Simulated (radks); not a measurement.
The numbers below are computed, except where a source is named.
Ionisation of Mn+, [Ar] 3d5 4s1, to Mn2+, [Ar] 3d5, under several functionals. Scalar-relativistic Kohn-Sham, spin-unpolarised, spherical densities, finite nucleus; a radial shooting solver on a logarithmic mesh with Libxc functionals.

functional,E(Mn+) (hartree),Exc (hartree),IE (eV),-e(HOMO) (eV),<r> HOMO (bohr),IE error (eV)
"LDA (Slater exchange, Perdew-Wang correlation)",-1155.82051,-49.53366,15.870,12.163,2.782,+0.230
RPBE,-1158.17561,-51.94156,15.461,11.727,2.830,-0.179
TASK exchange with Perdew-Wang LDA correlation,-1157.63449,-51.37449,13.931,11.553,2.855,-1.709
XLYP,-1158.52019,-52.28377,15.826,11.975,2.809,+0.186

NIST Atomic Spectra Database: 15.640 eV (measured). Closest: RPBE. The Delta-SCF values span 1.94 eV, the total energies 2.70 hartree. The highest occupied level is 4s. Spin polarisation and multiplet splitting are left out, so open shells lie too high by an amount that depends on their filling.

Beside tabulated values, note that spin-unpolarised runs miss the spin-polarisation part of the exchange energy of open shells.
